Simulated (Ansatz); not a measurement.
Compare A (`C[SiH2]N[SiH2]O`) with its isomer B (`CO[SiH2][SiH2]N`).

Computed with Ansatz on PBE0-D4/def2-TZVP structures; ΔE is electronic, products minus reactants. CCSD(T)/CBS adds triple-zeta CCSD(T) − MP2 to the extrapolated MP2 energy (def2 sets, frozen cores). Functionals use def2-TZVPP. B3LYP here is the variant with VWN-RPA as its local correlation; programs differ in this. One conformer a species, not always the lowest.

Q: Which is lower in electronic energy at CCSD(T)/CBS, and by how much? (Estimate.)

A: Computed: A, by 193.8 kJ/mol.

Q: Give E(B) − E(A) in kJ/mol with B2PLYP, B3LYP, MP2/def2-TZVPP, B3LYP-D4, r2SCAN-D4, PBE0-D4, ωB97M-V. (Estimate.)

A: Computed: B2PLYP 189.8, B3LYP 180.4, MP2/def2-TZVPP 204.8, B3LYP-D4 180.3, r2SCAN-D4 186.4, PBE0-D4 176.5, ωB97M-V 193.8. None reverses the order clearly.

Largest T1 diagnostic: 0.011.

From PBE to PBE0 (25 % exact exchange), in def2-TZVPP and without D4, E(B) − E(A) moves by +8.9 kJ/mol.
